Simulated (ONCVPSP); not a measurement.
**What one change does to a pseudopotential (strontium (Sr), ONCV)**

```
Element                 : strontium (Sr)
Generator               : ONCVPSP 4.0.1
Type                    : optimised norm-conserving Vanderbilt (ONCV)
Functional              : LDA (Perdew-Wang 92)
Relativity              : non-relativistic
Frozen core             : [Ar] 3d10
Valence charge          : 10
Reference configuration : 4s2 4p6 5s1.75 5p0.25
Partial waves           : 4s+5s: rc 2.05 bohr, ncon 4, nbas 8, qcut 4.7 1/bohr, 2 projectors; 4p+5p: rc 2.75 bohr, ncon 4, nbas 7, qcut 5.6 1/bohr, 3 projectors, debl 0.6 Ha; d scattering state at 0.22 Ha: rc 2.55 bohr, ncon 3, nbas 7, qcut 4.1 1/bohr, 2 projectors, debl 1.7 Ha
Local potential         : polynomial inside 1.85 bohr (lpopt 5, dvloc0 3 Ha)
Core correction         : Teter function, fcfact 4.75, rcfact 1
```

In the d channel the program set the typed energies aside and used 0.050, 1.750 Ha.

Change: all radii but the core radius scaled by about 1.17 (s 2.40, p 3.22, d 2.98 bohr); local potential polynomial inside 2.16 bohr (lpopt 5, dvloc0 3 Ha). In the d channel the program set the typed energies aside and used -0.070, 1.630 Ha.

Cutoffs: the cutoffs (Ha) at which the residual kinetic energy of the hardest occupied pseudo-wave falls to 1 and 0.1 mHa per electron; they do not see the model core or the augmentation charge, which bear on the density cutoff. Errors are all-electron minus pseudo energies relative to the spin-unpolarised reference configuration.

How do hardness, ghosts and transferability respond?

The potential gets softer (9.0 Ha and 15 Ha → 7.4 Ha and 9.0 Ha); of the 4 tests that both files solve, the error grows in 2 and shrinks in 0 by more than 15 % and 0.3 meV (median size 0.4 → 1.2 meV); neither file shows a bound ghost. A larger radius leaves more room for a smooth pseudo-wave, so fewer plane waves are needed.

```tsv
quantity	base	changed
cutoff, loose	9.0 Ha	7.4 Ha
cutoff, tight	15 Ha	9.0 Ha
loose cutoff by channel	s 9.0 Ha, p 8.2 Ha	s 6.5 Ha, p 7.4 Ha
bound ghosts	none	none
GHOST(+) flags under 300 eV	none	none
error for 4s2 4p6 5s2 5p0, meV [ΔE -0.56 eV]	0.0	0.0
error for 4s2 4p6 5s1 5p0, meV [ΔE 5.41 eV]	-0.1	-0.2
error for 4s2 4p6 5s0 5p0, meV [ΔE 16.41 eV]	-1.3	-2.6
error for 4s2 4p6 4d0.5 5s1.5 5p0, meV [ΔE 0.44 eV]	+0.7	+2.1
rms error of d²Exc/dni dnj with the model core, mHa	1.55	1.51
```
